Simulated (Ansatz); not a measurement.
In₆Sb₆H₁₈, a cluster cut from wurtzite InSb (hydrogen-capped). The state is a singlet with charge 0. Geometry PBE-D4/def2-SVP.

```xyz
30

Sb    0.544   -1.541    2.746
In   -1.430   -2.691    0.937
In   -2.661    1.475    2.342
Sb   -2.954   -0.449    0.188
Sb    0.501   -2.903   -1.234
In   -2.713   -0.261   -2.699
In    1.881    1.018    2.362
Sb   -0.187    2.650    1.380
Sb    3.192    0.113   -0.077
In    1.824   -0.655   -2.532
In    0.697    3.568   -1.229
Sb   -0.235    1.252   -2.711
H    -0.039   -1.640    4.357
H     1.782   -2.725    2.949
H    -1.955   -4.259    1.478
H    -2.169    0.507    3.715
H    -3.936    2.650    2.246
H    -4.514   -1.140    0.441
H     1.749   -3.956   -0.681
H    -0.099   -3.980   -2.428
H    -2.229   -1.870   -3.190
H    -3.998    0.723   -3.328
H     3.034    1.330    3.627
H     0.076    4.001    2.418
H     4.198   -1.216    0.366
H     4.486    1.175   -0.454
H     2.949   -1.192   -3.746
H    -0.225    4.964   -1.697
H     2.436    3.372   -1.183
H    -0.005    1.681   -4.364
```

In the def2 sets In, Sb take a core potential; there is no spin–orbit coupling. B3LYP takes the VWN-RPA correlation. Single mean-field runs in def2-TZVP are fitted with def2-universal-jkfit.

**Question.** Estimate the orbital energies around the gap (eV) in Ansatz with PBE-D4/def2-TZVP, revPBE-D4/def2-TZVP, r2SCANh-D4/def2-TZVP, B3LYP-D4/def2-TZVP, PBE0-D4/def2-TZVP.

**Answer.** 
```tsv
orbital	PBE-D4/def2-TZVP	revPBE-D4/def2-TZVP	r2SCANh-D4/def2-TZVP	B3LYP-D4/def2-TZVP	PBE0-D4/def2-TZVP
HOMO−9	-7.16	-7.11	-7.86	-8.13	-8.29
HOMO−8	-6.68	-6.63	-7.30	-7.48	-7.67
HOMO−7	-6.68	-6.63	-7.30	-7.48	-7.67
HOMO−6	-6.61	-6.54	-7.18	-7.29	-7.51
HOMO−5	-6.24	-6.20	-6.81	-6.99	-7.16
HOMO−4	-6.15	-6.09	-6.69	-6.82	-7.01
HOMO−3	-6.15	-6.09	-6.69	-6.82	-7.01
HOMO−2	-5.96	-5.90	-6.49	-6.67	-6.83
HOMO−1	-5.96	-5.90	-6.49	-6.67	-6.83
HOMO	-5.88	-5.81	-6.39	-6.51	-6.70
LUMO	-2.72	-2.64	-2.30	-2.24	-1.99
LUMO+1	-2.56	-2.47	-2.23	-2.06	-1.91
LUMO+2	-2.31	-2.21	-1.89	-1.83	-1.65
LUMO+3	-2.31	-2.21	-1.89	-1.83	-1.65
LUMO+4	-2.18	-2.09	-1.77	-1.65	-1.46
LUMO+5	-2.14	-2.03	-1.68	-1.65	-1.43
```
